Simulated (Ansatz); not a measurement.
A nudged elastic band was laid between two geometries of C2H10AlNSi (15 atoms, charge 0, multiplicity 1).

All numbers below come from RKS PBE0/def2-SVP (Ansatz).

```yaml
movable_images: 5
climbing_image: yes
spring: 5.0 eV/Å²
optimiser: quadratic models (default)
start_path: through a guess of the saddle point
force_threshold: 0.03 eV/Å
iteration_limit: 60
end_points: relaxed
```

Image 0:

```xyz
15
Properties=species:S:1:pos:R:3
C -1.642 -0.019 -0.064
C -0.131 0.010 0.066
N 0.540 -0.853 -0.998
Al 0.828 -1.528 0.874
Si 0.613 1.715 0.246
H -2.105 0.493 0.794
H -2.042 -1.049 -0.062
H -2.007 0.482 -0.982
H -0.127 -1.293 -1.631
H 1.257 -0.393 -1.558
H -0.039 -2.843 1.114
H 2.341 -1.351 1.331
H 2.108 1.618 0.224
H 0.168 2.314 1.540
H 0.216 2.650 -0.866
```

Image 6:

```xyz
15
Properties=species:S:1:pos:R:3
C -1.642 -0.020 -0.066
C -0.132 0.009 0.065
N 0.541 -0.853 -0.997
Al 0.828 -1.528 0.874
Si 0.614 1.714 0.246
H -2.107 0.491 0.792
H -2.042 -1.050 -0.066
H -2.006 0.482 -0.983
H 1.257 -0.393 -1.557
H -0.126 -1.295 -1.629
H -0.040 -2.842 1.115
H 2.339 -1.348 1.336
H 2.109 1.619 0.214
H 0.177 2.310 1.544
H 0.210 2.653 -0.860
```

Which bonds break or form, and what moves?

No bond is made or broken.  The two ends are copies of one structure, up to a mirror image or an exchange of like atoms.

What energy profile does the band end with?

The run converged. The highest image is number 3 of 0 to 6, 18.6 kcal/mol above the ends, which have the same energy within 2 meV. The profile has 2 maxima (images 1, 3) with wells between them (image 2): this band takes more than one step, which may be the mechanism or a detour left from its start path. A vibrational analysis at the climbing image gives one clearly imaginary mode, 257i cm⁻¹: a first-order saddle point.

```json
{"image": "0", "path coordinate (Å)": "0.00", "energy (kcal/mol)": "0.0"}
{"image": "1", "path coordinate (Å)": "1.81", "energy (kcal/mol)": "15.5"}
{"image": "2", "path coordinate (Å)": "3.62", "energy (kcal/mol)": "14.8"}
{"image": "3", "path coordinate (Å)": "5.43", "energy (kcal/mol)": "18.6"}
{"image": "4", "path coordinate (Å)": "6.59", "energy (kcal/mol)": "14.8"}
{"image": "5", "path coordinate (Å)": "7.74", "energy (kcal/mol)": "4.0"}
{"image": "6", "path coordinate (Å)": "8.90", "energy (kcal/mol)": "0.0"}
```

What is the geometry of the highest image?


```xyz
15
Properties=species:S:1:pos:R:3:forces:R:3
C -1.526 -0.138 -0.244 0.00 0.00 0.00
C 0.005 -0.129 -0.150 0.00 0.00 0.00
N 0.626 -0.265 -1.493 0.00 0.00 0.00
Al 0.633 -1.460 1.172 0.00 0.00 0.00
Si 0.606 1.599 0.375 0.00 0.00 0.00
H -2.003 0.054 0.731 0.00 0.00 0.00
H -1.916 -1.103 -0.619 0.00 0.00 0.00
H -1.891 0.641 -0.941 0.00 0.00 0.00
H 1.352 -0.977 -1.523 0.00 0.00 0.00
H -0.070 -0.519 -2.190 0.00 0.00 0.00
H 0.065 -1.479 2.660 0.00 0.00 0.00
H 1.746 -2.503 0.700 0.00 0.00 0.00
H 2.103 1.617 0.411 0.00 0.00 0.00
H 0.129 1.994 1.747 0.00 0.00 0.00
H 0.119 2.618 -0.606 0.00 0.00 0.00
```

The run took 6.8 min on 2 threads of Intel(R) Xeon(R) Platinum 8488C (Sapphire Rapids), on a shared host, peak memory 0.37 GiB.
